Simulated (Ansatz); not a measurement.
`Cl[SiH2][S][SbH2]` + `N[SiH3]` → `[SiH3][NH][SbH2]` + `S[SiH2]Cl` at 600 K and 1 bar (ligand exchange at the Sb–S bond).

Gas-phase electronic energies from Ansatz, PBE0-D4/def2-TZVP geometries. CBS: MP2 limit from def2 TZ/QZ plus the TZ coupled-cluster correction, frozen cores. This one scheme is used for every species. Elements past krypton have def2 core potentials. For Sb outer-core shells are correlated without core-valence functions, which leaves a few kJ/mol of doubt a bond. Each species was taken in one conformer, which may not be the lowest.

```json
{"species": "`Cl[SiH2][S][SbH2]`", "CCSD(T)/CBS energy (Eh)": "-1389.13613", "H − E (kJ/mol)": "151.4", "S (J/(mol·K))": "467.2"}
{"species": "`N[SiH3]`", "CCSD(T)/CBS energy (Eh)": "-346.80422", "H − E (kJ/mol)": "170.6", "S (J/(mol·K))": "320.8"}
{"species": "`[SiH3][NH][SbH2]`", "CCSD(T)/CBS energy (Eh)": "-587.40566", "H − E (kJ/mol)": "197.8", "S (J/(mol·K))": "423.5"}
{"species": "`S[SiH2]Cl`", "CCSD(T)/CBS energy (Eh)": "-1148.50980", "H − E (kJ/mol)": "116.7", "S (J/(mol·K))": "365.2"}
```

H − E and S are ideal-gas, rigid-rotor, harmonic terms from PBE0-D4/def2-TZVP, for one conformer and one mirror image of each species. 1 Eh = 2625.50 kJ/mol, R = 8.31446 J/(mol·K).

Task: By hand: ΔE, ΔH, ΔS and ΔG.

Result: ΔE = (-587.40566) + (-1148.50980) − (-1389.13613) − (-346.80422) = 0.02489 Eh = 65.3 kJ/mol. Δ(H − E) = 197.8 + 116.7 − 151.4 − 170.6 = -7.5, so ΔH = 57.8 kJ/mol. ΔS = 423.5 + 365.2 − 467.2 − 320.8 = 0.7 J/(mol·K). ΔG = 57.8 − 600 × (0.7)/1000 = 57.4 kJ/mol.

Task: By hand: the equilibrium constant, and the temperature at which ΔG would vanish if ΔH and ΔS stayed fixed.

Result: log₁₀ K = −ΔG/(RT ln 10) = -5.0. ΔG = 0 at ΔH/ΔS = 82571 K, far beyond where these terms or the molecules hold.

The number of gas molecules stays the same, so ΔS is small and ΔH decides. A doubt of 5 kJ/mol in ΔE shifts log₁₀ K by 0.4 here. Other conformers and mirror images would add mixing entropy, several J/(mol·K) or more a flexible species. Modes under 60 cm⁻¹, often nearly free rotors, make the harmonic entropy too high. These are equilibria of isolated gas molecules and say nothing of rates. Largest T1 diagnostic: 0.013 (customary marks: 0.02 for closed shells, 0.045 for open ones).
